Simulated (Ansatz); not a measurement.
Ansatz (a first-principles code) input (CCSD(T)/STO-3G):

Ansatz 0.2 input:
```yaml
crystal:
  periodic: [false, false, false]
  atoms:
    - {symbol: Ge, position_ang: [-0.00000000, -0.00000000, -0.04826073]}
    - {symbol: H, position_ang: [0.00000000, 0.00000000, 1.54434333]}
basis:
  gaussian:
    orbitals: STO-3G
total_charge: 1
magnetization: {spin_polarized: false}
correlation: {method: ccsd_t, electrons: outside_noble_gas}
```

End of the output:

```
14 core orbitals not correlated
reference -55839.27404788 eV, -2052.0554720402 hartree; 2, 2 occupied and 3, 3 virtual orbitals, 184 factors
second order -0.75404057 eV of doubles, -0.00000000 eV of singles
coupled cluster: 0.03 GiB planned
cycle   1  -1.04156490 eV  change   -2.9e-1 eV  update   6.1e-2
cycle   2  -1.25213575 eV  change   -2.1e-1 eV  update   2.7e-2
cycle   3  -1.24788342 eV  change    4.3e-3 eV  update   1.9e-3
cycle   4  -1.24890141 eV  change   -1.0e-3 eV  update   5.1e-4
cycle   5  -1.24865965 eV  change    2.4e-4 eV  update   1.0e-4
cycle   6  -1.24859627 eV  change    6.3e-5 eV  update   3.7e-5
cycle   7  -1.24862621 eV  change   -3.0e-5 eV  update   5.2e-6
cycle   8  -1.24861599 eV  change    1.0e-5 eV  update   1.5e-6
cycle   9  -1.24861743 eV  change   -1.4e-6 eV  update   2.8e-7
perturbative correction -0.00161036 eV, -0.0000591795 hartree
Total energy: -55840.52427566 eV, -2052.1014170639 hartree
```
